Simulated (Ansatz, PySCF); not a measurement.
C₃H₇NSi, SMILES [SiH3]N1C=CC1.

The structure is a stationary point at TPSSh-D3(BJ)/def2-SVP. The structure was generated by enumeration, and PubChem lists no compound with its InChIKey, so it may never have been made.

Vertical ionisation energy (IE) and electron affinity (EA) in eV. Rows of orbital energies are one-electron estimates. Where ΔSCF, EOM or ADC give a negative EA the extra electron is unbound and the value depends on the basis.

```
level                                                                       IE     EA
------------------------------------------------------------------------  ----  -----
−ε(HOMO), −ε(LUMO), PBE0/def2-TZVP (PySCF)                                5.96  -0.43
−ε(HOMO), −ε(LUMO), PBE/def2-TZVP (PySCF)                                 4.85   0.49
ΔSCF, CAM-B3LYP/def2-SVPD (Ansatz), final states of multiplicity 2 and 2   ___    ___
ΔSCF, PBE/def2-SVPD (Ansatz), final states of multiplicity 2 and 2        7.89  -1.49
```

Task: Fill in the missing entries. (The exact figures need the calculation; the answer reports its results.)

Result: 
- ΔSCF, CAM-B3LYP/def2-SVPD (Ansatz, an electronic-structure program), final states of multiplicity 2 and 2, IE: 7.99
- ΔSCF, CAM-B3LYP/def2-SVPD (Ansatz), final states of multiplicity 2 and 2, EA: -1.81

Task: What vertical singlet–triplet gap does ΔSCF give with CAM-B3LYP/def2-SVPD (Ansatz) and with PBE/def2-SVPD (Ansatz)? (The exact figures need the calculation; the answer reports its results.)

Result: 3.65 and 3.71 eV (triplet above singlet where positive).
